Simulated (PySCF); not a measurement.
Al(F)(OMe)(SiH3) (CH6AlFOSi), SMILES [SiH3][Al]([F])[O]C.

Coordinates come from a B3LYP-D3(BJ)/def2-SVP optimisation. The structure was generated by enumeration; whether it is a known compound was not checked. One conformer was computed; it need not be the lowest.

Two levels are set side by side: PBE/def2-TZVP (PySCF) and ωB97X/def2-TZVP (PySCF). Same geometry, gas phase. Differences are taken from unrounded values.

| quantity | ωB97X |
|---|---|
| orbital gap (eV) | 11.52 |
| highest occupied level (eV) | -10.68 |
| lowest empty level (eV) | 0.84 |
| dipole moment (D) | 1.16 |
| mean polarisability (bohr³) | 69.3 |

**Question.** What does PBE give, and how far is it from ωB97X? (Estimate from the structure and the level; the computed values follow.)

**Answer.** 
```
quantity                       PBE  PBE minus ωB97X
---------------------------  -----  ---------------
orbital gap (eV)              5.01            -6.50
highest occupied level (eV)  -6.88             3.80
lowest empty level (eV)      -1.87            -2.70
dipole moment (D)             1.17             0.01
mean polarisability (bohr³)   74.8              5.6
```

PBE's occupied levels lie high since its potential decays too fast outside the molecule; exact exchange lowers them and widens the gap. Loosely held outer electrons make PBE densities more polarisable. Differences between two approximate levels are no errors against the true value.

Rough cost on one machine, each run with all the roots and properties that it gave: ωB97X against PBE within a factor of 2.
